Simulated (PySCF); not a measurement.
## A small calculation by hand: oscillator strength and radiative lifetime

C₄H₁₀OSi, SMILES C[SiH2]C1COC1.

Geometry: PBE0-D3(BJ)/def2-SVP. The structure was generated by enumeration, and PubChem lists no compound with its InChIKey, so it may never have been made. One conformer was computed; it need not be the lowest.

TDA-LC-ωPBE/def2-SVPD (PySCF 2.14.0) puts the first singlet state with f over 0.02 at 8.90 eV (vertical), with the transition dipole (-0.394, 0.080, -0.244) in atomic units.

Problem. Find the oscillator strength, the wavelength and the radiative lifetime that this transition would have in vacuum if emission retraced absorption.

Solution. 
|μ|² = 0.2212 au, so |μ| = 1.20 D. ΔE = 8.90/27.211 = 0.3271 hartree. f = (2/3) ΔE |μ|² = 0.048 (the program prints 0.048).
λ = 1239.84/8.90 = 139 nm; ν = 71783 cm⁻¹.
Einstein's coefficient A = 0.6670 ν² f s⁻¹ (ν in cm⁻¹) = 1.7e8 s⁻¹, so τ = 1/A = 6.0 ns. This state is S6; the lower singlets have f = 0.002, 0.010, 0.001, 0.001, 0.004. The figure is the radiative limit of this one transition; relaxation, internal conversion, crossing to triplets and a medium change what is measured.
